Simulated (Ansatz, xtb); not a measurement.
## F3H3SiSn: which of two isomers lies lower

Structure X: `F[SiH2][SnH]([F])[F]`, a singlet. Structure Y: `[F][SnH2][SiH](F)F`, a singlet. Both are isolated molecules in the gas phase, relaxed with PBE0-D3(BJ)/def2-SVP; the shapes shown needn't be the lowest conformers.

X (Å):

```xyz
8

F    -3.0933    2.3799    0.4489
F     0.8282    3.0244    0.3821
F     0.1355    0.1835    1.1855
Si   -2.3919    1.8275   -0.9047
Sn    0.0844    1.3851   -0.3329
H    -2.4895    2.8599   -1.9718
H    -3.0501    0.5606   -1.3239
H     1.2614    0.7901   -1.4220
```

Y (Å):

```csv
atom,x (Å),y (Å),z (Å)
F,0.3602,1.7927,2.8031
F,1.7796,-0.6783,0.0281
F,0.4955,1.2790,-1.1306
Si,0.3100,-0.0827,-0.2812
Sn,-0.8210,0.4995,1.9547
H,-0.9079,-0.8091,3.0547
H,-2.3189,1.3110,1.7880
H,-0.4099,-1.0617,-1.1374
```

Q: Estimate which is lower in electronic energy at CCSD(T)/def2-SVP + ΔMP2/def2-TZVPP, and by roughly how much.

A: The CCSD(T)/def2-SVP + ΔMP2/def2-TZVPP calculation puts structure Y lower, by 20.3 kcal/mol.

How the difference moves with the method:

| level | geometry | E(Y) − E(X) (kcal/mol) | departure from the last row (kcal/mol) | job, with rough time for the two |
| --- | --- | --- | --- | --- |
| GFN2-xTB | GFN2-xTB | −11.5 | +8.8 | optimisation, 0.19 s |
| HF/STO-3G | GFN2-xTB | −30.0 | −9.7 | single point, 1.7 s |
| r2SCAN-D4/def2-SVP | GFN2-xTB | −20.5 | −0.1 | single point, 3.3 s |
| PBE0-D3(BJ)/def2-SVP | PBE0-D3(BJ)/def2-SVP | −18.1 | +2.2 | optimisation, 52 s |
| HF/def2-SVP | PBE0-D3(BJ)/def2-SVP | −18.4 | +2.0 | part of the CCSD(T) run |
| MP2/def2-SVP | PBE0-D3(BJ)/def2-SVP | −16.7 | +3.7 | part of the CCSD(T) run |
| CCSD(T)/def2-SVP | PBE0-D3(BJ)/def2-SVP | −16.9 | +3.4 | single point |
| CCSD(T)/def2-SVP + ΔMP2/def2-TZVPP | PBE0-D3(BJ)/def2-SVP | −20.3 |  | single point, 50 s |

As drawn, Y has 1 F–Si, 1 Sn–H in place of 1 F–Sn, 1 Si–H.

The levels shown agree on the order. The largest departure from CCSD(T)/def2-SVP + ΔMP2/def2-TZVPP is that of HF/STO-3G, 9.7 kcal/mol. The last row adds to CCSD(T) the change of the MP2 difference between the two basis sets, here −3.4 kcal/mol, a large step that makes the value less sure.

With harmonic frequencies from PBE0-D3(BJ)/def2-SVP (ideal gas, rigid rotor, one conformer each, 298.15 K, 1 atm): on the last row, ΔE + ΔZPE = −20.5 kcal/mol. A mode under 50 cm⁻¹ makes harmonic enthalpies and free energies unreliable, so none is given.

The correlated steps freeze 12 core orbitals; the filled d shell of Sn is correlated, in a basis made for valence electrons. Atoms past krypton carry core potentials in the def2 sets, other sets are all-electron and non-relativistic, and no spin–orbit term is included. Run with Ansatz 0.2.0, xtb 6.7.1; the last row on 2 threads of Intel(R) Xeon(R) Platinum 8375C CPU @ 2.90GHz (Ice Lake) on a shared host.
